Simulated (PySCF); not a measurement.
CH₂F, SMILES F[CH2] (connectivity only; charge and spin as stated), charge +1, multiplicity 1.

Coordinates come from a B3LYP-D3(BJ)/def2-TZVPD optimisation. The multiplicity is an assumed one; other spin states were not compared. The isomer is the one that the SMILES or the coordinates give; other isomers of the formula were not compared.

All values below come from TDA-ωB97X/def2-TZVPD in PySCF.

Vertical excitations. Isolated molecule, no solvent. State labels are in the subgroup C2v.

Give excitation energies, oscillator strengths and character. (The exact figures need the calculation; the answer reports its results.)


| state | symmetry | energy (eV) | λ (nm) | f | main pairs |
|---|---|---|---|---|---|
| S1 | A2 | 5.48 | 226 | 0.000 | HOMO→LUMO 100 % |
| S2 | A2 | 10.49 | 118 | 0.000 | HOMO−3→LUMO 99 % |
| S3 | B1 | 10.60 | 117 | 0.019 | HOMO−2→LUMO 98 % |
| S4 | A1 | 11.58 | 107 | 0.141 | HOMO−1→LUMO 90 % |
| S5 | B2 | 13.10 | 95 | 0.027 | HOMO→LUMO+1 53 %, HOMO→LUMO+2 40 % |
| S6 | B2 | 13.88 | 89 | 0.172 | HOMO→LUMO+2 54 %, HOMO→LUMO+1 41 % |
| S7 | A1 | 15.44 | 80 | 0.109 | HOMO→LUMO+3 96 % |
| S8 | B1 | 15.99 | 78 | 0.097 | HOMO−4→LUMO 88 % |
| S9 | B2 | 16.03 | 77 | 0.106 | HOMO→LUMO+4 92 % |
| S10 | A2 | 16.23 | 76 | 0.000 | HOMO→LUMO+5 95 % |
| T1 | A2 | 4.77 | 260 | 0 | HOMO→LUMO 99 % |
| T2 | A1 | 8.03 | 154 | 0 | HOMO−1→LUMO 99 % |
| T3 | B1 | 9.28 | 134 | 0 | HOMO−2→LUMO 97 % |
| T4 | A2 | 9.81 | 126 | 0 | HOMO−3→LUMO 98 % |
Triplets are in the Tamm–Dancoff approximation.
